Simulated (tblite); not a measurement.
C5H9BrCl2Si.
Atom-mapped SMILES: `[CH2:1]=[CH:2][Si@@:3]([Cl:4])([Br:5])[C@H:6]([Cl:7])[CH2:8][CH3:9]` (hydrogens: H10, H11 on C1; H12 on C2; H13 on C6; H14, H15 on C8; H16, H17, H18 on C9)

Computed with GFN2-xTB (tblite), gas phase: L-BFGS steps from a force-field or distance-geometry start until the largest atomic force falls under 0.01 eV/Å.

The end geometry, which sets the zero of energy:
```
atom  x, y, z in Å
C1     -3.7556   -0.4507    0.5080
C2     -2.4574   -0.6958    0.6006
Si3    -1.1309    0.3414   -0.2341
Cl4    -1.3792    0.4229   -2.2485
Br5    -1.2258    2.4168    0.5573
C6      0.6234   -0.3335    0.1301
Cl7     0.6945   -0.7346    1.8884
C8      1.7533    0.6187   -0.2329
C9      3.1298   -0.0091   -0.0527
H10    -4.1431    0.3788   -0.0615
H11    -4.4903   -1.0678    0.9998
H12    -2.1234   -1.5350    1.1957
H13     0.7727   -1.2855   -0.3838
H14     1.6821    1.5219    0.3773
H15     1.6205    0.9091   -1.2793
H16     3.2897   -0.2836    0.9869
H17     3.2270   -0.9036   -0.6651
H18     3.9039    0.6958   -0.3443
```

Task: These geometries come from the run, each turned onto the end geometry. Order them by energy, lowest first.
A.
```
atom  x, y, z in Å
C1     -3.7725   -0.4925    0.4130
C2     -2.4742   -0.7031    0.5714
Si3    -1.1349    0.4188   -0.1235
Cl4    -1.3901    0.4789   -2.1386
Br5    -1.3533    2.4528    0.7530
C6      0.6316   -0.2482    0.2482
Cl7     0.7811   -0.5245    2.0306
C8      1.7888    0.6176   -0.2418
C9      3.1506   -0.0592   -0.1171
H10    -4.1662    0.3767   -0.0917
H11    -4.5118   -1.1833    0.7895
H12    -2.1579   -1.6050    1.0806
H13     0.7287   -1.2466   -0.1858
H14     1.7971    1.5594    0.3111
H15     1.6001    0.8405   -1.2955
H16     3.4046   -0.2273    0.9258
H17     3.1508   -1.0200   -0.6277
H18     3.9187    0.5711   -0.5598
```
B.
```
atom  x, y, z in Å
C1     -3.7799   -0.4811    0.3976
C2     -2.4759   -0.6958    0.5355
Si3    -1.1046    0.4031   -0.0793
Cl4    -1.4212    0.4504   -2.1018
Br5    -1.3721    2.4332    0.7539
C6      0.6366   -0.2586    0.2613
Cl7     0.7770   -0.5335    2.0353
C8      1.7856    0.6160   -0.2406
C9      3.1507   -0.0614   -0.1116
H10    -4.1928    0.3866   -0.1026
H11    -4.4990   -1.1865    0.7964
H12    -2.1317   -1.5748    1.0538
H13     0.6975   -1.2517   -0.1854
H14     1.8127    1.5717    0.2938
H15     1.6216    0.8628   -1.2951
H16     3.4174   -0.2253    0.9323
H17     3.1549   -1.0183   -0.6352
H18     3.9143    0.5693   -0.5663
```
C.
```
atom  x, y, z in Å
C1     -3.7567   -0.4830    0.4660
C2     -2.4564   -0.7091    0.5776
Si3    -1.1280    0.3788   -0.1869
Cl4    -1.3485    0.5520   -2.1977
Br5    -1.2526    2.4182    0.6859
C6      0.6208   -0.3048    0.1841
Cl7     0.7097   -0.5752    1.9671
C8      1.7576    0.5997   -0.2641
C9      3.1309   -0.0335   -0.0802
H10    -4.1516    0.3539   -0.0873
H11    -4.4898   -1.1306    0.9197
H12    -2.1238   -1.5631    1.1528
H13     0.7463   -1.2946   -0.2584
H14     1.7106    1.5392    0.2893
H15     1.6001    0.8268   -1.3219
H16     3.3033   -0.2760    0.9652
H17     3.2127   -0.9477   -0.6640
H18     3.9065    0.6550   -0.4053
```
D.
```
atom  x, y, z in Å
C1     -3.7514   -0.4928    0.4369
C2     -2.4534   -0.7238    0.5650
Si3    -1.1231    0.3845   -0.1653
Cl4    -1.3190    0.5581   -2.1796
Br5    -1.2770    2.4130    0.7286
C6      0.6238   -0.2838    0.2265
Cl7     0.7323   -0.5220    2.0138
C8      1.7548    0.6120   -0.2526
C9      3.1203   -0.0458   -0.1055
H10    -4.1304    0.3638   -0.0982
H11    -4.4965   -1.1451    0.8639
H12    -2.1257   -1.5921    1.1218
H13     0.7433   -1.2816   -0.2002
H14     1.7376    1.5532    0.3021
H15     1.5720    0.8379   -1.3073
H16     3.3400   -0.2442    0.9402
H17     3.1495   -0.9902   -0.6454
H18     3.8943    0.6050   -0.5028
```
E.
```
atom  x, y, z in Å
C1     -3.7674   -0.4986    0.4275
C2     -2.4714   -0.7281    0.5776
Si3    -1.1330    0.3911   -0.1301
Cl4    -1.3385    0.5372   -2.1483
Br5    -1.3163    2.4324    0.7202
C6      0.6310   -0.2598    0.2397
Cl7     0.7591   -0.5037    2.0219
C8      1.7724    0.6204   -0.2478
C9      3.1311   -0.0577   -0.1124
H10    -4.1317    0.3791   -0.0811
H11    -4.5183   -1.1791    0.7963
H12    -2.1560   -1.6105    1.1181
H13     0.7396   -1.2541   -0.1994
H14     1.7781    1.5608    0.3076
H15     1.5845    0.8503   -1.3006
H16     3.3809   -0.2283    0.9318
H17     3.1426   -1.0132   -0.6323
H18     3.9043    0.5679   -0.5468
```

Result: C (0.004 eV), D (0.007 eV), E (0.015 eV), A (0.033 eV), B (0.090 eV).

In the order of the answer:

```json
{"step": "47", "E above end (eV)": "0.004", "largest force (eV/Å)": "0.04", "rms force component (eV/Å)": "0.013", "rms distance from end (Å)": "0.088", "rms bond change (Å)": "0.001", "bond most changed (Å)": "Si3–Br5 -0.001"}
{"step": "31", "E above end (eV)": "0.007", "largest force (eV/Å)": "0.05", "rms force component (eV/Å)": "0.013", "rms distance from end (Å)": "0.128", "rms bond change (Å)": "0.001", "bond most changed (Å)": "Si3–C6 -0.004"}
{"step": "12", "E above end (eV)": "0.015", "largest force (eV/Å)": "0.08", "rms force component (eV/Å)": "0.026", "rms distance from end (Å)": "0.149", "rms bond change (Å)": "0.002", "bond most changed (Å)": "Si3–Br5 -0.004"}
{"step": "6", "E above end (eV)": "0.033", "largest force (eV/Å)": "0.14", "rms force component (eV/Å)": "0.051", "rms distance from end (Å)": "0.158", "rms bond change (Å)": "0.003", "bond most changed (Å)": "Si3–C6 +0.010"}
{"step": "1", "E above end (eV)": "0.090", "largest force (eV/Å)": "0.82", "rms force component (eV/Å)": "0.165", "rms distance from end (Å)": "0.166", "rms bond change (Å)": "0.009", "bond most changed (Å)": "Si3–C6 -0.021"}
```

What follows is the cost of the whole relaxation. On one thread of an Arm Neoverse V1, shared host with 64 logical CPUs at a one-minute load of 47, this took 1.2 s.
